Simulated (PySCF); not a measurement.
**Gas-phase XPS of `C=CC[C-](F)C#N`, computed**

Compound: C5H5FN (charge -1).
Atom-mapped SMILES: `[CH2:1]=[CH:2][CH2:3][C-:4]([F:5])[C:6]#[N:7]`

Method used: delta-SCF UKS SCAN, pcX-2 on the ionised atom, pcseg-1 elsewhere, spin-free X2C (PySCF). Binding energies are ΔSCF values: E(core-ionised, relaxed orbitals) − E(ground state) at a fixed geometry, referred to the vacuum level.

Problem. Give the core binding energies atom by atom.

Solution. 
```csv
atom(s),bonded to,level,binding energy (eV),above the level's lowest (eV),count
C1,C (double bond) and 2 H,C 1s,285.24,0.00,1
C3,2 C and 2 H,C 1s,286.52,+1.28,1
C4,F and 2 C,C 1s,285.92,+0.68,1
F5,C,F 1s,686.53,0.00,1
C6,N (triple bond) and C,C 1s,285.62,+0.38,1
N7,C (triple bond),N 1s,398.12,0.00,1
```

Lowest listed C 1s: C1, bonded to C (double bond) and 2 H. Highest, 1.28 eV above it: C3, bonded to 2 C and 2 H. The widest gap between neighbouring values is 0.60 eV, between 285.92 and 286.52 eV. Summing the Pauling electronegativity differences to the bonded atoms, each weighted by its formal bond order, gives -0.70 for the lowest site and -0.70 for the highest; the largest sum, +1.47, belongs to C6, 0.90 eV below the top.

Problem. Give the binding energy of F 1s of F5 in hartree and in kJ/mol.

Solution. 686.53 eV = 25.2295 Eh = 66240 kJ/mol.

The list is incomplete; no value stands for C 1s of C2 (hole states with ⟨S²⟩ of 1 or more are left out). The species carries charge -1, so core ionisation leaves a neutral species. The basis sets have no added diffuse functions. Geometry: GFN2-xTB, one conformer, isolated ion.

The run took 91 s of wall time on one thread of an Arm Neoverse V1, shared host with 32 logical CPUs at a one-minute load of 19, and the process peaked at 0.60 GiB of memory.

Conformer computed: `[CH2:1]=[CH:2][CH2:3][C-:4]([F:5])[C:6]#[N:7]`: C1–C2–C3–C4 107°, C2–C3–C4–F5 76°.
